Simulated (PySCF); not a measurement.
SMILES [SiH3][Sn]([Cl])([Cl])[Cl] at its CAM-B3LYP/def2-SVP optimised geometry (Å):

```
8

Si    -1.8368    -2.4490     1.9658
Sn    -0.8485    -1.1252     0.0000
Cl    -1.4919     1.1252     0.0000
Cl    -1.4929    -1.9758    -2.0831
Cl     1.4919    -1.1252     0.0000
H     -1.3157    -1.8420     3.2145
H     -1.3912    -3.8558     1.8185
H     -3.3129    -2.3346     1.8806
```

Calculation: PySCF 2.14.0 with CAM-B3LYP/def2-TZVP, def2 effective core potentials past Kr. The core electrons that the potentials of Sn replace are not part of the density. Cells within 0.4 Å of a nucleus heavier than hydrogen are left out (blank, or x).

Map of the electrostatic potential (hartree/e), clipped to [-0.08, 0.12] on the plane z = 0.0 Å:

```
|000000000000000000000000000|
|000000000000000000000000000|
|000011111000000000000000000|
|000112222110000000000000000|
|000123566421000000000000000|
|001249999962000000000000000|
|001389999996100000000000000|
|001599999999300000000000000|
|0016999xx999610000000000000|
|001799xxx999721000000000000|
|0016999xx999842110000000000|
|111499999999964211000000000|
|112379999999997432221100000|
|222469999999999878997421000|
|234589999999999999999962100|
|335799999999999999999995210|
|345899999xx9999999xx9998311|
|346999999xxx999999xxx999311|
|346999999xxx999999xx9999311|
|346899999999999999999996211|
|345799999999999999999983110|
|345699999999999999999731100|
|345679999999999654443210000|
|344567999999997532111000000|
|334556788999865421100000000|
|334455666666554321100000000|
|333444555554443221110000001|
```
Scale: ten equal steps from -0.021 (start of '0') to 0.120 (end of '9'), in the order '0123456789'; x runs from -3.50 to 3.50, y from -3.50 (bottom) to 3.50 (top).
